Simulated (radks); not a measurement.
The numbers below are computed, except where a source is named.
Valence configurations of Tm2+ (all share [Xe]). Level of theory: Dirac Kohn-Sham, PBEsol, spin-unpolarised, spherical densities, point nucleus; open shells are shared between the two j in proportion to 2j + 1 (a radial shooting solver on a logarithmic mesh with Libxc functionals). Energies are relative to 4f13; eigenvalues in eV.

valence,E (eV),e(4f5/2),e(4f7/2),e(5d3/2),e(5d5/2),e(6p1/2)
4f13,0.000,-18.232,-17.032,-,-,-
4f12.5 6s0.5,2.107,-22.595,-21.359,-,-,-
4f12.5 5d0.5,2.642,-21.354,-20.119,-14.466,-14.059,-
4f12 6s1,5.925,-27.362,-26.090,-,-,-
4f12 5d1,6.467,-24.707,-23.437,-15.338,-14.893,-
4f12 5d0.5 6p0.5,8.605,-26.692,-25.421,-16.773,-16.299,-12.453
4f12 6p1,11.000,-28.725,-27.452,-,-,-13.344
4f11 6p2,30.927,-40.505,-39.158,-,-,-15.427
4f9 6s2 6p2,88.944,-64.664,-63.165,-,-,-18.030

NIST lists [Xe] 4f13 as the ground configuration; this level of theory agrees among the configurations tried. The energies are those of spherical spin-averaged densities, not of single terms.
